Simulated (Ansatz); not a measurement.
`OC[Te][SiH2]F` from Hartree–Fock to CCSD(T)

Z-matrix (Å, degrees):
```
C
Te 1 2.198
O 1 1.383 2 113.7
H 1 1.088 2 105.3 3 -117.9
H 1 1.093 2 106.0 3 125.8
Si 2 2.461 1 93.7 3 -106.7
H 3 0.962 1 109.2 2 63.8
F 6 1.602 2 113.3 1 -87.5
H 6 1.486 2 108.4 1 30.2
H 6 1.481 2 109.5 1 152.8
```

Total charge 0; spin multiplicity 1. Correlated methods include outer-core shells of Te, which these sets cover unevenly. Te: def2 effective core potential. The structure was optimised at the PBE0-D4/def2-TZVP level. It is one conformer, not always the lowest. Frozen core, restricted reference, Ansatz.

| basis | HF (Eh) | MP2 corr. |
| --- | --- | --- |
| def2-SVP | -770.79323 | -0.72985 |
| def2-TZVPP | -771.18576 | -1.25335 |
| def2-QZVPP | -771.20727 | -1.47927 |

Task: Estimate the CCSD correlation energy and the (T) correction in each basis where they were run (hartree).

Result: 
```json
{"basis": "def2-SVP", "CCSD corr.": "-0.77285", "(T)": "-0.01931"}
{"basis": "def2-TZVPP", "CCSD corr.": "-1.25465", "(T)": "-0.04039"}
```
